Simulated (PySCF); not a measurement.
[Ga(OH)4]- (charge -1).
Cartesian coordinates in Å at the PBE0-D3(BJ)/def2-SVP level; atoms count from 1:
```
atom  x, y, z in Å
Ga1    0.0132   -0.0085    0.0007
O2    -0.1207    0.1484    1.8416
H3    -0.9097    0.6798    1.9881
O4     1.8258    0.0040   -0.3821
H5     2.2403    0.3980    0.3919
O6    -0.9965    1.3743   -0.7042
H7    -1.3711    1.0228   -1.5177
O8    -0.6576   -1.5627   -0.7500
H9     0.1091   -2.1256   -0.8938
```

Method used: PySCF, PBE0-D3(BJ)/def2-SVP geometry optimisation, gas phase.

Masses are those of the commonest isotopes; rigid-rotor values at the optimised geometry. 

Q: Give the principal moments of inertia and the rotational constants in MHz.

A: Ia = 152.60, Ib = 152.67, Ic = 176.27 u·Å²; 505379 MHz·u·Å²/I gives A = 3312, B = 3310, C = 2867 MHz.

Q: What kind of rotor is it?

A: An oblate symmetric top, as the point group S4 requires two equal moments; the computed ones differ by 0.05 % because the geometry is symmetric only within the optimiser's tolerance: κ = (2 × 3310 − 3312 − 2867)/(3312 − 2867) = 0.99.

Q: Is it planar, by Δ = Ic − Ia − Ib?

A: Not planar: Δ = Ic − Ia − Ib = -129.00 u·Å². For a rigid frame Δ = −2 Σ m c², so Σ m c² = 64.50 u·Å² lies off the ab plane: 4.02 from hydrogen and 60.49 from heavier atoms. The atom farthest from that plane is 1.02 Å away.

The point group S4 allows no dipole (computed: 0.06 D (about the centre of mass, as the species is charged)), so a rigid rotor has no electric-dipole lines.

Q: Estimate the classical rotational partition function at 25 K, 100 K and 298.15 K.

A: Point group S4, symmetry number σ = 2; q = (√π/σ)·√((kT/h)³/(ABC)), k/h = 20836.6 MHz/K: 1880 at 25 K, 15000 at 100 K, 77400 at 298.15 K.

No PBE0-D3(BJ)/def2-SVP frequencies stand behind this structure, so it isn't proved a minimum. The geometry's basis has no diffuse functions, a weakness for an anion. Constants of a rigid frame at the computed geometry: no zero-point averaging, no centrifugal distortion.
